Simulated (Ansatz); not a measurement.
`[GeH3][SiH2][GeH3]` + `F[SiH]1CS1` → `F[Si]1([GeH3])CS1` + `[SiH3][GeH3]`  (formal exchange of groups at a Ge–Si bond)

Computed with Ansatz on PBE0-D4/def2-TZVP structures; ΔE is electronic, products minus reactants. CBS: MP2 limit from def2 TZ/QZ plus the TZ coupled-cluster correction, frozen cores. DFT in def2-TZVPP. For Ge outer-core shells are correlated without core-valence functions, which leaves a few kJ/mol of doubt a bond. Scalar relativity is left out up to krypton.

**Question.** Is it downhill or uphill in electronic energy at CCSD(T)/CBS, and by how much? (Best estimate.)

**Answer.** Computed: Nearly level: ΔE = +1.7 kJ/mol.

**Question.** What do these levels give: r2SCAN-D4, PBE0-D4, MP2/def2-TZVPP, SCS-MP2/def2-TZVPP, CCSD/def2-TZVPP, SCS-MP2/def2-QZVPP? (Estimate.)

**Answer.** Ansatz gave: r2SCAN-D4 0.6, PBE0-D4 0.4, MP2/def2-TZVPP 1.6, SCS-MP2/def2-TZVPP 1.3, CCSD/def2-TZVPP 2.3, SCS-MP2/def2-QZVPP 1.3 kJ/mol.

Largest T1 diagnostic among the species: 0.013.
